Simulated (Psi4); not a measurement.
Internal rotation in SMILES N[SiH2]Br (H4BrNSi). Scanned: dihedral H4–N1–Si2–Br3; all other coordinates were relaxed at B3LYP-D3(BJ)/def2-SVP. Heavy atoms are numbered in the order of the SMILES N[SiH2]Br, hydrogens after them in the order of the atoms that carry them; the mirror image has the same energies with the sign of each dihedral reversed.

Levels: PBE/def2-TZVP // B3LYP-D3(BJ)/def2-SVP (Psi4); PBE-D3(BJ)/def2-TZVP // B3LYP-D3(BJ)/def2-SVP (Psi4); M06-2X/def2-TZVP // B3LYP-D3(BJ)/def2-SVP (Psi4); MP2/cc-pVTZ = DF-MP2 (frozen core)/cc-pVTZ // B3LYP-D3(BJ)/def2-SVP in Psi4.

Energies relative to the lowest point of each profile, in kJ/mol; the last columns give the difference from MP2:

```csv
φ / °,PBE/def2-TZVP,PBE-D3(BJ)/def2-TZVP,M06-2X/def2-TZVP,MP2/cc-pVTZ,PBE/def2-TZVP − MP2/cc-pVTZ,PBE-D3(BJ)/def2-TZVP − MP2/cc-pVTZ,M06-2X/def2-TZVP − MP2/cc-pVTZ
-150,9.2,9.2,7.4,8.0,1.1,1.2,-0.7
-120,5.7,5.8,4.0,5.6,0.1,0.2,-1.6
-90,1.0,1.0,0.2,1.0,-0.1,0.0,-0.9
-60,0.0,0.0,0.0,0.0,0.0,0.0,0.0
-30,5.7,5.6,5.5,5.6,0.1,0.0,-0.1
0,15.5,15.3,11.1,13.2,2.3,2.1,-2.0
30,5.7,5.6,5.5,5.6,0.1,0.0,-0.1
60,0.0,0.0,0.0,0.0,0.0,0.0,0.0
90,1.0,1.0,0.2,1.0,-0.1,0.0,-0.9
120,5.7,5.8,4.0,5.6,0.1,0.2,-1.6
150,9.2,9.2,7.4,8.0,1.1,1.2,-0.7
180,12.4,12.3,10.2,10.2,2.2,2.1,0.0
```

PBE/def2-TZVP is furthest from MP2/cc-pVTZ at 0 (2.3 kJ/mol, above); its mean absolute difference over the points is 0.6 kJ/mol.

PBE-D3(BJ)/def2-TZVP is furthest from MP2/cc-pVTZ at 180 (2.1 kJ/mol, above); its mean absolute difference over the points is 0.6 kJ/mol.

M06-2X/def2-TZVP is furthest from MP2/cc-pVTZ at 0 (-2.0 kJ/mol, below); its mean absolute difference over the points is 0.7 kJ/mol.
